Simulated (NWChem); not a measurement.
System: SnH$_{3}$Cl; SMILES [Cl][SnH3]

Parts of the log:

```
             Northwest Computational Chemistry Package (NWChem) 7.3.0
             --------------------------------------------------------

 C3V symmetry detected

                             Geometry "geometry" -> ""
                             -------------------------

 Output coordinates in angstroms (scale by  1.889725989 to convert to a.u.)

  No.       Tag          Charge          X              Y              Z
 ---- ---------------- ---------- -------------- -------------- --------------
    1 Sn                  50.0000    -0.00000000    -0.00000000    -0.55659579
    2 Cl                  17.0000    -0.00000000    -0.00000000     1.82091921
    3 H                    1.0000     1.16868761     1.16868761    -1.04194579
    4 H                    1.0000    -1.59645697     0.42776936    -1.04194579
    5 H                    1.0000     0.42776936    -1.59645697    -1.04194579

 Effective nuclear repulsion energy (a.u.)     243.9885523039

      Symmetry information
      --------------------

 Group name             C3v
 Group number             17
 Group order               6
 No. of unique centers     3

                                 NWChem DFT Module
                                 -----------------

 Summary of "ao basis" -> "ao basis" (spherical)
 ------------------------------------------------------------------------------
       Tag                 Description            Shells   Functions and Types
 ---------------- ------------------------------  ------  ---------------------
 Sn                        def2-tzvp                16       50   6s5p3d2f
 Cl                        def2-tzvp                13       37   5s5p2d1f
 H                         def2-tzvp                 4        6   3s1p

      Symmetry analysis of basis
      --------------------------

        a1         37
        a2          4
        e          64

  Rotation of axis

            General Information
            -------------------
          SCF calculation type: DFT
          Wavefunction type:  closed shell.
          No. of atoms     :     5
          No. of electrons :    42
           Alpha electrons :    21
            Beta electrons :    21
          Charge           :     0
          Spin multiplicity:     1
          Use of symmetry is: on ; symmetry adaption is: on
          Maximum number of iterations: 150
          AO basis - number of functions:   105
                     number of shells:    41
          Convergence on energy requested:  1.00D-06
          Convergence on density requested:  1.00D-05
          Convergence on gradient requested:  5.00D-04

              XC Information
              --------------
                        Slater Exchange Functional  1.000 local
                      VWN V Correlation Functional  1.000 local

             Grid Information
             ----------------
          Grid used for XC integration:  medium
          Radial quadrature: Mura-Knowles
          Angular quadrature: Lebedev.
          Tag              B.-S. Rad. Rad. Pts. Rad. Cut. Ang. Pts.
          ---              ---------- --------- --------- ---------
          Sn                  1.45      123           8.0       590
          Cl                  1.00       88          10.0       590
          H                   0.35       45          10.0       434
          Grid pruning is: on
          Number of quadrature shells:   256
          Spatial weights used:  Erf1

      Superposition of Atomic Density Guess
      -------------------------------------

 Sum of atomic energies:        -710.08921991

      Non-variational initial energy
      ------------------------------

 Total energy =    -674.458733
 1-e energy   =   -1236.223040
 2-e energy   =     449.526900
 HOMO         =      -0.370669
 LUMO         =       0.002323

      Symmetry analysis of molecular orbitals - initial
      -------------------------------------------------

  Numbering of irreducible representations:

     1 a1          2 a2          3 e

  Orbital symmetries:

     1 a1          2 a1          3 a1          4 e           5 e
     6 a1          7 e           8 e           9 a1         10 a1
    11 e          12 e          13 e          14 e          15 a1
    16 a1         17 a1         18 e          19 e          20 e
    21 e          22 a1         23 a1         24 e          25 e
    26 e          27 e          28 a1         29 a1         30 e
    31 e

     ---------------------------------------------
      Total Density - Mulliken Population Analysis
     ---------------------------------------------

    Atom       Charge   Shell Charges
 -----------   ------   -------------------------------------------------------
    1 Sn  22    21.16   0.28 -0.75  1.51  0.96  0.83  0.50 -0.40  6.36  0.62  0.92  0.22  8.92  1.08  0.10  0.02  0.00
    2 Cl  17    17.60   2.01  0.45  1.52  1.11  0.87  4.19  1.69  1.12  3.01  1.62  0.00  0.01  0.00
    3 H    1     1.08   0.21  0.55  0.32  0.01
    4 H    1     1.08   0.21  0.55  0.32  0.01
    5 H    1     1.08   0.21  0.55  0.32  0.01

   convergence    iter        energy       DeltaE   RMS-Dens  Diis-err
 ---------------- ----- ----------------- --------- --------- ---------
 d= 0,ls=0.0,diis     1   -674.4256145923 -7.87D+02  1.46D-02  1.14D+00
 d= 0,ls=0.0,diis     2   -674.3777749182  4.78D-02  1.09D-02  6.92D-01
 d= 0,ls=0.0,diis     3   -674.4358827515 -5.81D-02  3.90D-03  3.83D-01
 d= 0,ls=0.0,diis     4   -674.4867388024 -5.09D-02  8.21D-04  3.22D-03
 d= 0,ls=0.0,diis     5   -674.4872636888 -5.25D-04  1.98D-04  5.10D-04
  Resetting Diis
 d= 0,ls=0.0,diis     6   -674.4873236225 -5.99D-05  6.01D-05  9.38D-05
 d= 0,ls=0.0,diis     7   -674.4873353906 -1.18D-05  1.47D-05  7.91D-07
 d= 0,ls=0.0,diis     8   -674.4873353421  4.85D-08  9.26D-06  1.21D-06

         Total DFT energy =     -674.487335342076
      One electron energy =    -1237.208399467117
           Coulomb energy =      495.939107954883
    Exchange-Corr. energy =      -45.455450914597
 Nuclear repulsion energy =      112.237407084756

 Numeric. integr. density =       41.999987813405

                  Occupations of the irreducible representations
                  ----------------------------------------------

                     irrep           alpha         beta
                     --------     --------     --------
                     a1                9.0          9.0
                     a2                0.0          0.0
                     e                12.0         12.0

                       DFT Final Molecular Orbital Analysis
                       ------------------------------------

 Vector   19  Occ=2.000000D+00  E=-3.230496D-01  Symmetry=e
              MO Center= -4.2D-01, -7.8D-02, -4.4D-01, r^2= 3.4D+00
   Bfn.  Coefficient  Atom+Function         Bfn.  Coefficient  Atom+Function
  ----- ------------  ---------------      ----- ------------  ---------------
    95      0.235952  4 H  s                 10      0.233609  1 Sn px
    13     -0.217825  1 Sn px                16     -0.205110  1 Sn px
    65     -0.172040  2 Cl px               101     -0.164265  5 H  s
    96      0.143353  4 H  s                 94      0.133132  4 H  s
    11     -0.122980  1 Sn py                14      0.114670  1 Sn py

 Vector   20  Occ=2.000000D+00  E=-2.695107D-01  Symmetry=e
              MO Center= -9.0D-02,  7.4D-02,  1.3D+00, r^2= 2.7D+00
   Bfn.  Coefficient  Atom+Function         Bfn.  Coefficient  Atom+Function
  ----- ------------  ---------------      ----- ------------  ---------------
    65      0.479935  2 Cl px                68      0.341369  2 Cl px
    62      0.239895  2 Cl px                56     -0.195469  2 Cl px
    95      0.128192  4 H  s                 96      0.121411  4 H  s
    89     -0.088123  3 H  s                 59     -0.086435  2 Cl px
    10      0.085621  1 Sn px                13     -0.083431  1 Sn px

 Vector   21  Occ=2.000000D+00  E=-2.695107D-01  Symmetry=e
              MO Center=  9.0D-02, -7.4D-02,  1.3D+00, r^2= 2.7D+00
   Bfn.  Coefficient  Atom+Function         Bfn.  Coefficient  Atom+Function
  ----- ------------  ---------------      ----- ------------  ---------------
    66      0.479935  2 Cl py                69      0.341369  2 Cl py
    63      0.239895  2 Cl py                57     -0.195469  2 Cl py
   101      0.124890  5 H  s                102      0.118284  5 H  s
    89     -0.097145  3 H  s                 90     -0.092007  3 H  s
    60     -0.086435  2 Cl py                11      0.085621  1 Sn py

 Vector   22  Occ=0.000000D+00  E=-8.017246D-02  Symmetry=a1
              MO Center=  2.3D-14, -9.1D-15, -1.5D-01, r^2= 4.9D+00
   Bfn.  Coefficient  Atom+Function         Bfn.  Coefficient  Atom+Function
  ----- ------------  ---------------      ----- ------------  ---------------
     5      0.547584  1 Sn s                  6      0.536910  1 Sn s
    21      0.383962  1 Sn pz                 2      0.311699  1 Sn s
    18      0.311510  1 Sn pz                70      0.305554  2 Cl pz
    55     -0.287001  2 Cl s                 67      0.274940  2 Cl pz
     3     -0.261581  1 Sn s                 15      0.241736  1 Sn pz

 Vector   23  Occ=0.000000D+00  E=-4.381535D-02  Symmetry=a1
              MO Center=  5.3D-15,  2.3D-14, -1.1D+00, r^2= 4.5D+00
   Bfn.  Coefficient  Atom+Function         Bfn.  Coefficient  Atom+Function
  ----- ------------  ---------------      ----- ------------  ---------------
     6      1.137509  1 Sn s                 90     -0.711723  3 H  s
    96     -0.711723  4 H  s                102     -0.711723  5 H  s
     5      0.533923  1 Sn s                 21     -0.407155  1 Sn pz
    18     -0.396446  1 Sn pz                 2      0.329120  1 Sn s
     3     -0.278200  1 Sn s                  1     -0.207511  1 Sn s

[...]
```

Level: LDA (Slater exchange, VWN5)/def2-TZVP with def2 effective core potentials on Sn. All runs use the structure optimised with PBE-D3(BJ)/def2-SVP. def2 effective core potentials on Sn; no spin-orbit coupling.

Problem. Reconstruct the input file.

Solution. One answer among several that fit: the input that was run:
```
start job
memory heap 200 mb stack 900 mb global 1100 mb
geometry units angstroms noautoz
  Sn     0.000000     0.000000    -0.573354
  Cl     0.000000     0.000000     1.804161
  H      1.603451     0.400758    -1.058704
  H     -1.148792     1.188250    -1.058704
  H     -0.454659    -1.589008    -1.058704
end
basis spherical
  Sn library def2-tzvp
  Cl library def2-tzvp
  H library def2-tzvp
end
ecp
  Sn library def2-ecp
end
dft
  xc slater vwn_5
  iterations 150
  mulliken
end
task dft energy
```
